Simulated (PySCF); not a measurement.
# Löwdin shares of the frontier orbitals

Species: C6H9NSi.
Cartesian coordinates in Å at the GFN2-xTB level; atoms count from 1:
```xyz
17
C6H9NSi angstrom
Si     2.5051   -0.0940    0.5131
C      1.1651    0.0927   -0.8412
C     -0.1887    0.0532   -0.2307
C     -0.8153    1.2109    0.2229
C     -2.0615    1.1138    0.8162
N     -2.7043   -0.0297    0.9858
C     -2.1114   -1.1327    0.5599
C     -0.8677   -1.1483   -0.0464
H      3.8144   -0.0494   -0.1394
H      2.3123   -1.3752    1.1920
H      2.3673    1.0075    1.4657
H      1.3141    1.0368   -1.3661
H      1.2736   -0.7135   -1.5673
H     -0.3357    2.1717    0.1074
H     -2.5769    1.9956    1.1752
H     -2.6673   -2.0489    0.7139
H     -0.4302   -2.0786   -0.3776
```

Computed with TDDFT wB97X-D/def2-SVPD, vertical, gas phase, core orbitals frozen in the response (PySCF 2.14.0, density-fitted response routines).

Frontier orbitals with the atoms that hold most of them (Löwdin shares over 4%, at most four atoms; ? is withheld):

| orbital | ε (eV) | atoms |
| --- | --- | --- |
| LUMO+2 | 1.92 | Si1 35%, C2 10%, H9 7%, H11 6% |
| LUMO+1 | 1.29 | C7 18%, C5 18%, C4 17%, C8 17% |
| LUMO | ? | ? |
| HOMO | -9.21 | ? |
| HOMO-1 | -9.41 | N6 20%, C3 19%, C2 12%, C4 12% |
| HOMO-2 | -9.42 | C8 21%, C4 20%, C5 20%, C7 20% |
| HOMO-3 | -11.70 | Si1 29%, H10 18%, H11 18%, C2 10% |

Problem. Which atoms hold the HOMO, and with what shares?

Solution. N6 (bonded to 2 C) 58%; C5 (bonded to C, N and H) 10%; C7 (bonded to C, N and H) 10%; C8 (bonded to 2 C and H) 5%. By element: nitrogen 58%, carbon 26% or more.

Problem. Give the leading atoms of the LUMO.

Solution. C3 (bonded to 3 C) 22%; N6 (bonded to 2 C) 19%; C5 (bonded to C, N and H) 10%; C7 (bonded to C, N and H) 10%. By element: carbon 42% or more, nitrogen 19%.

Problem. What is the LUMO energy, and the HOMO–LUMO gap?

Solution. ε(LUMO) = 0.99 eV; the gap is 10.20 eV (0.3749 hartree).

Problem. The HOMO–LUMO gap is 10.20 eV. Where does the response calculation put the lowest singlet, and from which orbitals?

Solution. S1 is at 5.16 eV (f = 0.0057), 5.04 eV below the gap, made of HOMO→LUMO (92%). 

Problem. One configuration dominates each of S1 and S2. Which, and how do the shares of the two leading atoms of either orbital change from the occupied to the empty one?

Solution. 
- S1 (5.16 eV, f 0.0057), HOMO→LUMO (92%): N6 58% → 19%, C5 10% → 10%, C3 at most 6% → 22%
- S2 (5.32 eV, f 0.0000), HOMO→LUMO+1 (96%): N6 58% → at most 18%, C5 10% → 18%, C7 10% → 18%

Löwdin shares depend on the basis, the more so with diffuse functions.

One conformer stands for the species.
